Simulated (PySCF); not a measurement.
Electric field gradients and quadrupole coupling constants

Compound: C₃H₁₁FO₂Si₂.
Geometry (GFN2-xTB, Å), atoms numbered from 1 in this order:
```xyz
19
C3H11FO2Si2 angstrom
C      4.113    0.196   -0.013
O      2.733    0.396    0.059
Si     1.601   -0.681    0.416
F      1.653   -1.915   -0.629
O      0.271    0.177    0.208
C     -1.062   -0.265    0.209
C     -1.965    0.845   -0.294
Si    -3.795    0.342   -0.349
H      4.354   -0.638   -0.675
H      4.521   -0.017    0.978
H      4.563    1.110   -0.400
H      1.735   -1.343    1.702
H     -1.336   -0.552    1.231
H     -1.152   -1.155   -0.423
H     -1.828    1.716    0.349
H     -1.622    1.137   -1.287
H     -3.973   -0.800   -1.247
H     -4.248   -0.023    0.996
H     -4.573    1.480   -0.839
```

Field gradients from the PBE0/pcSseg-1 density (PySCF, non-relativistic), principal values in atomic units, ordered |Vxx| ≤ |Vyy| ≤ |Vzz|:

| atom | Vxx | Vyy | Vzz |
| --- | --- | --- | --- |
| O2 | -0.5462 | -1.1542 | 1.7004 |
| O5 | -0.5034 | -1.1378 | 1.6413 |

Question: Find the asymmetry η = (Vxx − Vyy)/Vzz and the couplings χ = eQV/h (234.96 MHz × Q in barn × V in au), with Q(17O) = −0.0256 b.

Answer: 
```
atom         environment  nucleus     η  χzz (MHz)  χxx (MHz)  χyy (MHz)
  O2  silyl ether oxygen      17O  0.36     -10.23       3.29       6.94
  O5  silyl ether oxygen      17O  0.39      -9.87       3.03       6.84
```

The tensor is traceless: Vxx + Vyy + Vzz = 0.

Question: What is Vzz at O5 in SI units (1 au = 9.71736 × 10²¹ V/m²)?

Answer: 1.6413 au = 15.949 × 10²¹ V/m².

Question: And the gradient at the other heavy atoms, for which no coupling is worked out here?

Answer: 
```json
{"atom": "C1", "environment": "methoxy carbon", "Vzz (au)": "0.433", "η": "0.05"}
{"atom": "Si3", "environment": "fluorine-bound silicon", "Vzz (au)": "0.495", "η": "0.75"}
{"atom": "F4", "environment": "silicon-bound fluorine", "Vzz (au)": "1.158", "η": "0.20"}
{"atom": "C6", "environment": "sp3 carbon bound to oxygen", "Vzz (au)": "0.429", "η": "0.15"}
{"atom": "C7", "environment": "sp3 carbon bound to silicon", "Vzz (au)": "0.077", "η": "0.58"}
{"atom": "Si8", "environment": "SiH3 silicon", "Vzz (au)": "0.064", "η": "0.31"}
```

Were the hydrogens deuterons (Q(2H) = 0.00286 b), χzz would run from 109 kHz (H18, H17, H12 and H19) to 209 kHz (H16 and H15).

The structure is a single GFN2-xTB conformer in the gas phase; no vibrational or solvent corrections. GFN2-xTB bond lengths can be off by several hundredths of an ångström, more for odd bonds, and the gradients follow them. The basis is small and wasn't made for field gradients, so the couplings can be 20 % off.

The run behind these numbers computed NMR shieldings as well. Time: 32 s wall; peak memory 0.86 GiB. Hardware: Arm Neoverse V1, one thread, shared host with 64 logical CPUs at a one-minute load of 38.
